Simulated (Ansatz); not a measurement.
`[Cl][GeH2][SiH2]Br` + `O[SiH2]F` → `F[SiH2][O][GeH2][Cl]` + `[SiH3]Br`  (cleavage of the Ge–Si bond)

Calculated with Ansatz (gas phase, PBE0-D4/def2-TZVP geometries, no zero-point term in ΔE). CCSD(T)/CBS adds triple-zeta CCSD(T) − MP2 to the extrapolated MP2 energy (def2 sets, frozen cores). DFT in def2-TZVPP. B3LYP here is the variant with VWN-RPA as its local correlation; programs differ in this. HSE06 is defined as in plane-wave codes. For Br, Ge outer-core shells are correlated without core-valence functions, which leaves a few kJ/mol of doubt a bond. Scalar relativity is left out up to krypton. One conformer a species, not always the lowest.

```tsv
level	ΔE (kcal/mol)	difference from CCSD(T)/CBS
PBE-D4	-3.9	4.3
revPBE-D4	-4.5	3.7
B3LYP-D4	-8.1	0.1
HSE06-D4	-5.1	3.1
ωB97M-V	-8.6	-0.4
PBE-QIDH	-7.9	0.3
BHLYP	-10.5	-2.3
LC-ωPBE	-7.5	0.7
CCSD/def2-TZVPP	-9.9	-1.7
MP2/def2-QZVPP	-9.3	-1.1
CCSD(T)/CBS	-8.2	0
```

Largest T1 diagnostic among the species: 0.011.

In def2-TZVPP, CCSD(T) changes the Hartree–Fock value by +5.1 kcal/mol (the triples alone add +0.5 kcal/mol) and MP2 by +4.7 kcal/mol. From BLYP to BHLYP (50 % exact exchange), in def2-TZVPP and without D4, ΔE moves by −3.0 kcal/mol.
